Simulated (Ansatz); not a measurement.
Reaction (redistribution): `[F][Ti]([F])([F])[Cl]` + `[SeH][SiH]1CS1` → `[F][Ti]([F])([Cl])[SeH]` + `F[SiH]1CS1`

Computed with Ansatz on PBE0-D4/def2-TZVP structures; ΔE is electronic, products minus reactants. CCSD(T)/CBS adds triple-zeta CCSD(T) − MP2 to the extrapolated MP2 energy (def2 sets, frozen cores). For Se, Ti outer-core shells are correlated without core-valence functions, which leaves a few kJ/mol of doubt a bond. Scalar relativity is left out up to krypton. One conformer a species, not always the lowest.

```csv
species,CCSD/def2-TZVPP energy (Eh)
`[F][Ti]([F])([F])[Cl]`,-1608.01889
`[SeH][SiH]1CS1`,-3127.34067
`[F][Ti]([F])([Cl])[SeH]`,-3908.95786
`F[SiH]1CS1`,-826.40043
```

Work out ΔE.

ΔE = (-3908.95786) + (-826.40043) − (-1608.01889) − (-3127.34067) = 0.00127 Eh = +3.3 kJ/mol. CCSD(T)/CBS gives -5.0 kJ/mol.

Largest T1 diagnostic among the species: 0.024, so the coupled-cluster value is less sure than usual.

In def2-TZVPP, CCSD(T) changes the Hartree–Fock value by −5.1 kJ/mol (the triples alone add −4.9 kJ/mol) and MP2 by −10.4 kJ/mol.
